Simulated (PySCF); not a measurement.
SMILES [SeH][SiH2]CC=C (GFN2-xTB optimised geometry):

```
13

C      1.225    -0.571     0.000
C     -0.099    -0.571     0.000
C     -0.933     0.657     0.000
Si    -1.566     1.048     1.767
Se     0.246     1.151     3.147
H      1.791     0.345    -0.077
H      1.797    -1.482     0.032
H     -0.640    -1.506     0.058
H     -1.797     0.530    -0.651
H     -0.354     1.506    -0.364
H     -2.458    -0.009     2.242
H     -2.205     2.359     1.813
H      1.091     0.373     2.282
```

Level of theory: B3LYP/def2-TZVP run with PySCF.

What are the frontier orbital energies and the dipole moment?

HOMO-2 -8.32 eV, HOMO-1 -7.24 eV, HOMO -6.53 eV, LUMO -0.48 eV, LUMO+1 0.05 eV; dipole moment 1.85 D.

Meta-Löwdin charges at B3LYP/def2-TZVP: C1 -0.28, C2 -0.08, C3 -0.42, Si4 0.58, Se5 -0.26, H6 0.11, H7 0.12, H8 0.11, H9 0.13, H10 0.13, H11 -0.11, H12 -0.10, H13 0.07.
